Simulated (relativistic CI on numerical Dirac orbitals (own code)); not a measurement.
## Slater and spin-orbit integrals, Pm XI

These numbers are calculated, not measured: Dirac-Coulomb-Breit CI, orbitals from a KLI potential per configuration, model QED, unscaled Slater integrals (own radial code, finite nucleus).

Slater integrals F^k, G^k are unscaled and averaged over j, outside the closed core [Kr] 4d10; ζ comes from projecting the Hamiltonian with its Breit term on Σ l·s of the shell.

- 4f³5s²: F^2(4f,4f) = 125750, F^4(4f,4f) = 79964, F^6(4f,4f) = 57842, ζ(4f) = 1155.9 cm⁻¹; <r>(4f) = 0.7866, <r^2>(4f) = 0.7415 (bohr units).
- 4f²5s²5p: F^2(4f,4f) = 129690, F^4(4f,4f) = 82639, F^6(4f,4f) = 59831, ζ(4f) = 1258.7, F^2(4f,5p) = 62483, G^2(4f,5p) = 26931, G^4(4f,5p) = 22642, ζ(5p) = 29895 cm⁻¹; <r>(4f) = 0.7666, <r^2>(4f) = 0.7018, <r>(5p) = 1.361, <r^2>(5p) = 2.067 (bohr units).
- 4f³5s5p: F^2(4f,4f) = 126230, F^4(4f,4f) = 80295, F^6(4f,4f) = 58091, ζ(4f) = 1180.7, G^3(4f,5s) = 31585, F^2(4f,5p) = 62425, G^2(4f,5p) = 27776, G^4(4f,5p) = 23157, G^1(5s,5p) = 101640, ζ(5p) = 28650 cm⁻¹; <r>(4f) = 0.7843, <r^2>(4f) = 0.7364, <r>(5s) = 1.262, <r^2>(5s) = 1.773, <r>(5p) = 1.374, <r^2>(5p) = 2.105 (bohr units).

Averages of the first 10 configurations, taken without configuration mixing, which lowers the lowest level and can move excited configurations by several eV; other configurations of the list can lie among them:

```
Configuration  Parity  States  Average energy above the lowest level (eV)
       4f³5s²     odd     364                                         5.1
     4f²5s²5p     odd     546                                         6.8
      4f³5s5p    even    4368                                        27.8
     4f²5s5p²    even    2730                                        31.3
          4f⁵     odd    2002                                        55.7
        4f⁴5s    even    2002                                        28.5
    4f5s²5p5d    even     840                                        51.9
     4f²5s²5d    even     910                                        45.0
    4f5s²5p6s    even     168                                        77.1
     4f²5s²6s    even     182                                        68.7
```
